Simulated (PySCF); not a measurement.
## MoHCl + F₂ → MoFCl + HF

Level: PBE0 in the def2-TZVP basis family, computed in PySCF with density fitting; scalar-relativistic core potentials for atoms from Rb on, none lighter, no spin–orbit coupling; open shells unrestricted.

```json
{"species": "MoHCl", "state and structure": "quintet, Cs, Mo–Cl 2.261 Å, Mo–H 1.704 Å; Cl–Mo–H 113.4°", "E (Eh)": "-528.83306", "ZPE (kJ/mol)": "16.0", "H(298 K) − H(0) (kJ/mol)": "11.5", "S° (J/(mol K))": "284.2"}
{"species": "F₂", "state and structure": "singlet, D∞h, F–F 1.376 Å", "E (Eh)": "-199.40856", "ZPE (kJ/mol)": "6.6", "H(298 K) − H(0) (kJ/mol)": "8.7", "S° (J/(mol K))": "201.9"}
{"species": "MoFCl", "state and structure": "quintet, Cs, Mo–Cl 2.261 Å, Mo–F 1.868 Å; Cl–Mo–F 132.3°", "E (Eh)": "-628.09860", "ZPE (kJ/mol)": "7.0", "H(298 K) − H(0) (kJ/mol)": "13.0", "S° (J/(mol K))": "309.8"}
{"species": "HF", "state and structure": "singlet, C∞v, H–F 0.920 Å", "E (Eh)": "-100.39188", "ZPE (kJ/mol)": "24.9", "H(298 K) − H(0) (kJ/mol)": "8.7", "S° (J/(mol K))": "173.6"}
```

Task: What is the electronic reaction energy?

Result: At PBE0/def2-TZVP, ΔE = -653.4 kJ/mol from the differences of the total energies times 2625.5, downhill. Fluorination of this kind underlies dry etching and chamber cleaning.

Task: Add zero-point, thermal and entropy terms for 298.15 K and 1 bar.

Result: ΔZPE = 9.3 and Δ[H(298) − H(0)] = 1.5 kJ/mol give ΔH° = -642.6 kJ/mol. ΔS° = -2.7 J/(mol K), so ΔG° = -642.6 − 298.15 × (-0.0027) = -642 kJ/mol.

Open d or f shells are single determinants, so the state found may not be the ground state. Each species is the lowest minimum found with this bonding; other isomers or fragments can lie lower.
